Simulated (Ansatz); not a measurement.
Sr₈O₈ (started as a model of: 2x2x4 SrO rock-salt block) was relaxed with r2SCAN-D4 (def2-SVP) in Ansatz in these states: charge +1 doublet, neutral singlet. The geometries follow in no particular order.

In the def2 sets Sr takes a core potential; there is no spin–orbit coupling.

A:

Cartesian coordinates in Å:
```
Sr 3.130 2.141 -1.249
O 1.477 1.396 0.276
Sr -0.135 0.785 2.022
O -1.863 -0.088 3.403
O 3.399 -0.046 -1.871
Sr 1.945 -0.944 -0.216
O 0.152 -1.538 1.348
Sr -1.434 -2.290 2.940
O 1.498 2.160 -2.855
Sr -0.295 1.656 -1.375
O -1.864 0.800 0.305
Sr -3.533 0.146 1.853
Sr 1.836 0.002 -3.545
O 0.235 -0.657 -1.928
Sr -1.515 -1.497 -0.429
O -3.034 -2.025 1.323
```

B:

```xyz
16

Sr   -1.838   -2.095    2.897
O    -0.239   -0.655    1.916
Sr    1.557    0.854    1.247
O     3.102    2.296    0.088
O    -3.382   -1.042    1.542
Sr   -1.904    0.699    0.773
O    -0.069    2.034   -0.122
Sr    1.499    3.615   -0.921
O    -1.657   -3.349    0.969
Sr    0.230   -2.157    0.062
O     1.827   -0.503   -0.754
Sr    3.589    0.818   -1.615
Sr   -3.250   -2.339   -0.361
O    -1.519   -0.877   -1.040
Sr    0.117    0.604   -2.081
O     1.937    2.095   -2.600
```

Problem. Judge from the bond lengths which geometry belongs to which state (an estimate).

Solution. A is the neutral singlet (Sr1–Sr13 3.395 Å, Sr8–Sr12 3.395 Å, Sr1–Sr10 3.462 Å); B is the charge +1 doublet (Sr1–Sr13 3.560 Å, Sr8–Sr12 3.560 Å, Sr1–Sr10 3.511 Å).

At r2SCAN-D4/def2-SVP the gap within one spin of the relaxed charge 1 doublet nearly closes, so an electron or hole may be smeared out by delocalisation error.
